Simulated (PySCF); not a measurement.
# One molecule, several mistakes: CGeH3O2

Calculated results; nothing here was measured. The program is PySCF 2.14.0, an open-source quantum chemistry code, run on an isolated molecule that a program drew, which may never have been made. The molecule is CGeH3O2 (charge 0, doublet), drawn as the SMILES string `[CH2][Ge](=[O])[OH]`.

Each row is a Hartree-Fock (HF) and frozen-core CCSD(T) single point in the cc-pVDZ basis, meant for a local HF minimum. Run 1 is clean. Each other run has one planted mistake out of seven kinds, and not every kind appears here: one electron removed, one electron added, multiplicity raised by two, geometry at a saddle point, minimal basis STO-3G, one bond length entered in bohr, all coordinates scaled. The reference is restricted for singlets and unrestricted otherwise, and also for a bond in bohr. Adding or removing an electron swaps singlet and doublet. Electrons count all cores. HOMO and LUMO are orbital energies over both spins, the gradient is its largest component, and the lowest frequency (negative if imaginary) is given only where the gradient is small. Bond lengths are over the 6 bonds as drawn. T1 is the CCSD diagnostic: over 0.02 (restricted) or 0.045 (unrestricted) a single reference is doubtful. Germanium has the cc-pVDZ-PP basis, with a core potential (ECP10MDF) in place of its 10 inner electrons, and its 3s, 3p and 3d shells are frozen in CCSD(T).

Geometry of the clean run:
```xyz
7
CGeH3O2, angstrom
C     0.2045    1.2711   -0.7763
Ge   -1.3112    0.4515    0.0255
O    -1.6894    0.3961    1.5927
O    -2.3155   -0.2831   -1.2016
H     0.9361    1.7759   -0.1564
H     0.3826    1.2618   -1.8460
H    -2.0207   -0.2045   -2.0977
```

```
run  electrons  basis functions  <S^2>  HOMO (eV)  LUMO (eV)  gradient (hartree/bohr)  lowest frequency (cm^-1)  mean bond (Å)  longest bond (Å)      T1  HF (hartree)  CCSD(T) (hartree)                          mistake
  1         57               80  0.769     -11.02       0.52                  2.7e-05                       215         1.3960             1.901  0.0232    -482.66206         -483.28495                         no fault
  2         57               80  0.765     -11.21       0.61                  1.2e-01                         -         1.3220             1.800  0.0203    -482.63387         -483.23889           all coordinates scaled
  3         56               80  0.000     -16.92      -8.79                  7.7e-02                         -         1.3960             1.901  0.0750    -482.28406         -482.92968             one electron removed
  4         57               80  1.789      -9.50       0.66                  2.2e-02                         -         1.6551             3.302  0.0287    -482.56420         -483.14888  one bond length entered in bohr
  5         58               80  0.000      -2.03       8.73                  8.6e-02                         -         1.3960             1.901  0.0188    -482.67805         -483.33066                                ?
  6         57               80  3.775      -5.29       0.87                  1.6e-01                         -         1.3960             1.901  0.0864    -482.52606         -483.09488                                ?
```

**Which mistake was planted in run 5, and what did it cost?**

It counts 58 electrons, one more than the clean run, at the same geometry and basis. So the mistake is: one electron added. Subtracting run 1 and multiplying by 627.51 kcal/mol a hartree, the energy moved by -10.0 kcal/mol in HF and -28.7 kcal/mol in CCSD(T).

**Which mistake was planted in run 6, and what did it cost?**

Electrons, basis and geometry are unchanged, and <S^2> is 3.775, beside S(S+1) = 3.75 for a multiplicity of 4. So the mistake is: multiplicity raised by two. Subtracting run 1 and multiplying by 627.51 kcal/mol a hartree, the energy moved by 85.3 kcal/mol in HF and 119.3 kcal/mol in CCSD(T).

Cautions from the logs. Run 3: T1 is over the limit, so its CCSD(T) energy is less reliable; run 6: T1 is over the limit, so its CCSD(T) energy is less reliable.
